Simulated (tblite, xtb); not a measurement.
CH2, triplet, geometry from GFN2-xTB. Base run: GFN1-xTB in xtb.

Here is a job for xtb.
```
$ xtb mol.xyz --gfn 1 --uhf 2 --json

# file mol.xyz
3

C     -0.00086561     0.10089553     0.01170220
H     -0.97847113    -0.31231328    -0.02467531
H      0.98366479    -0.29305989    -0.04553788
```

Programs used: tblite, xtb; a row that names a program was run with it.

Variants of this job, named by their change:

```json
[
 {"change": "base", "ΔE vs base (mEh)": "0.000", "dipole (D)": "0.58", "SCF cycles": "7"},
 {"change": "alpb = acetone", "ΔE vs base (mEh)": "-1.254", "dipole (D)": "0.62", "SCF cycles": "7"},
 {"change": "etemp = 3000", "ΔE vs base (mEh)": "-0.008", "dipole (D)": "0.58", "SCF cycles": "7"},
 {"change": "acc = 0.1", "ΔE vs base (mEh)": "0.000", "dipole (D)": "0.58", "SCF cycles": "8"},
 {"change": "acc = 1000", "ΔE vs base (mEh)": "0.000", "dipole (D)": "0.58", "SCF cycles": "5"},
 {"change": "etemp = 5000", "ΔE vs base (mEh)": "-0.339", "dipole (D)": "0.60", "SCF cycles": "7"},
 {"change": "program = tblite; method = gfn1; option = --spin-polarized", "ΔE vs base (mEh)": "-50.479", "dipole (D)": "-", "SCF cycles": "-"}
]
```

ALPB and GBSA are two models with their own fitted parameters for each solvent, which aren't always the measured dielectric constant.
